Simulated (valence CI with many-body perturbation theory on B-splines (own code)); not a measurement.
## Hyperfine factors and g values of P II

Level of theory: valence CI with perturbative core correlation (CI+MBPT): four valence electrons over a frozen Dirac-Fock core [Ne], radial functions for each j: 11 s, 11 p, 9 d, 7 f, 5 g, 2 h, 1 i, with the one-electron correlation potential Σ1 (screened to all orders), the two-electron term Σ2, the three-electron term Σ3, Breit, model QED; selected single and double excitations, second order for the rest, scaled by the run's own slope (own B-spline code, finite nucleus).

Against 35 measured levels this calculation errs by 41 cm⁻¹ on average and by 147 at most. These come from a selection out of the NIST Handbook of Basic Atomic Spectroscopic Data. Levels without a partner in it may be off by more. Among the levels kept, up to 520 cm⁻¹ of a level comes from second order outside the variational space, and about a tenth of that is noise between levels of different J, which matters for small intervals.

A/g_I is the dipole constant over the nuclear g factor μ/I (μ in nuclear magnetons, uniformly magnetised nucleus), B/Q the quadrupole constant per barn. Both hold the static response of the core; the bare values leave it out. Large factors of s and p1/2 electrons are usually good to 5 to 10 %; those of open d and f shells near neutrality can be off by tens of per cent, and small factors of p3/2, d and f electrons come from cancelling terms and can be off by a factor of two or in sign, in half-filled shells by more. B is blank for J = 1/2, where it vanishes, and for nearly pure S terms. Energies count from the lowest level. Levels with J = 0 are left out.

Names give the largest LS component (configuration and term), which can be under half, so a name can repeat, a term be missing and a line seem to break the LS rules; names also repeat where a configuration has a term twice.

```tsv
Level	E (eV)	g	A/g_I (MHz)	A/g_I bare	B/Q (MHz/b)	B/Q bare
3s²3p² ³P_1	0.021	1.501	21.4	20.1	199	171
3s²3p² ³P_2	0.059	1.501	281	247	-401	-346
3s²3p² ¹D_2	1.107	1.000	389	346	782	675
3s3p³ ⁵S°_2	5.647	2.002	1420	1270		
3s3p³ ³D°_1	8.080	0.499	-898	-789	-27.7	-23.9
3s3p³ ³D°_2	8.083	1.167	576	514	-31.8	-27.5
3s3p³ ³D°_3	8.087	1.334	1040	926	-118	-102
3s3p³ ³P°_2	9.515	1.482	1110	985	4.49	2.32
3s3p³ ³P°_1	9.521	1.501	1360	1210	-34.7	-29.1
3s²3p3d ¹D°_2	9.628	1.018	217	197	-258	-225
3s²3p4s ³P°_1	10.759	1.494	847	752	-220	-191
3s²3p4s ³P°_2	10.807	1.501	450	403	455	394
3s²3p3d ³F°_2	10.887	0.666	275	249	306	261
3s²3p3d ³F°_3	10.907	1.083	161	148	333	284
3s²3p3d ³F°_4	10.934	1.250	88.5	82.8	450	384
3s²3p4s ¹P°_1	11.027	1.007	352	313	446	386
3s²3p4p ¹P_1	12.602	0.994	335	297	-267	-231
3s²3p3d ¹P°_1	12.758	0.999	82.3	75.7	49.4	41.5
3s²3p4p ³D_1	12.793	0.509	492	435	165	143
3s²3p4p ³D_2	12.815	1.168	311	276	225	195
3s²3p3d ³P°_2	12.854	1.403	167	150	231	198
3s²3p4p ³D_3	12.855	1.334	167	149	541	469
3s²3p3d ³P°_1	12.870	1.031	-193	-167	97.9	84.4
3s²3p3d ³D°_3	12.905	1.333	268	239	-397	-343
3s²3p3d ³D°_1	12.906	0.970	257	230	-270	-233
3s²3p3d ³D°_2	12.912	1.265	270	242	-370	-319
3s²3p4p ³P_1	13.055	1.529	-50.8	-43.1	141	122
3s²3p4p ³P_2	13.086	1.498	211	188	-221	-192
3s²3p4p ³S_1	13.145	1.969	194	174		
3s²3p3d ¹F°_3	13.320	1.001	159	143	489	421
3s²3p4p ¹D_2	13.382	1.002	255	227	526	456
3s3p³ ³S°_1	13.680	2.001	-1350	-1160		
3s3p³ ¹D°_2	13.970	1.000	261	232	-136	-119
```

(1) Take the isotope of mass number 31, with I = 1/2, μ = 1.13093 μN. What is the hyperfine structure of 3s3p³ ³D°_3?

## Answers

(1) From the table A = 2360 MHz. Shifts from the centre of gravity in MHz: F = 5/2: -4720, F = 7/2: 3540.
